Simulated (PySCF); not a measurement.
Cd(OH)(SMe), CH₄CdOS, SMILES [Cd]([OH])[S]C, CAM-B3LYP/def2-SVP optimised geometry.

```
8

Cd     0.01     1.03     0.00
O     -1.95     1.12     0.02
H     -2.37     0.46    -0.54
S      2.34     1.03     0.00
C      2.75    -0.11     1.38
H      2.38     0.26     2.34
H      3.84    -0.15     1.42
H      2.37    -1.12     1.20
```

Density from CAM-B3LYP/def2-TZVP, def2 effective core potentials past Kr in PySCF at that geometry. The core electrons that the potentials of Cd replace are not part of the density.

Minimum of the electron density along straight lines between bonded atoms, close to the bond critical point (lines longer than 1.1 times the sum of covalent radii, or with two minima, are not listed):

| bond | length / Å | ρ at the minimum / e bohr⁻³ | ∇²ρ there / e bohr⁻⁵ | position (fraction from the first atom) |
|---|---|---|---|---|
| Cd1–O2 | 1.961 | 0.119 | 0.57 | 0.52 |
| O2–H3 | 0.965 | 0.354 | -2.31 | 0.80 |
| Cd1–S4 | 2.328 | 0.092 | 0.16 | 0.49 |
| S4–C5 | 1.832 | 0.174 | -0.27 | 0.53 |
| C5–H6 | 1.098 | 0.277 | -0.95 | 0.65 |
| C5–H7 | 1.098 | 0.276 | -0.95 | 0.65 |
| C5–H8 | 1.098 | 0.277 | -0.95 | 0.65 |
